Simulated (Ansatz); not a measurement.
Coupled-cluster diagnostics for [Cu(OH)4]- (CuO4H4⁻), Ansatz.

Geometry of the singlet (PBE0-D4/def2-SVPD):

Cartesian coordinates in Å:
```
Cu 0.000 0.000 0.000
O -1.179 -0.020 1.397
H -1.758 0.708 1.150
O 0.899 -1.410 0.738
H 0.376 -1.557 1.533
O 1.179 0.020 -1.397
H 1.758 -0.708 -1.150
O -0.899 1.410 -0.738
H -0.376 1.557 -1.533
```

Correlated methods freeze 13 core orbitals.

Problem. Estimate the CCSD(T) correlation energy, the shares of MP2 and (T), T1 and the reference's ⟨S²⟩ for: charge -1, singlet, own geometry in def2-SVPD; and the rough time on 4 threads of Arm Neoverse V1 on a shared host.

Solution. 
```
                           state      basis  correlation (eV)  MP2 share (%)  (T) share (%)     T1  ⟨S²⟩ (pure)  wall time                  remarks
charge -1, singlet, own geometry  def2-SVPD           -33.753           95.7            4.3  0.036  0.00 (0.00)       57 s  restricted SCF unstable
```
Customary marks for T1 are 0.02 (closed shells), 0.045 (open shells) and about 0.05 (3d metals). T1 exceeds 0.02 in 1 of 1 rows and 0.045 in 0; the higher it lies, the less the single-reference result can be trusted.
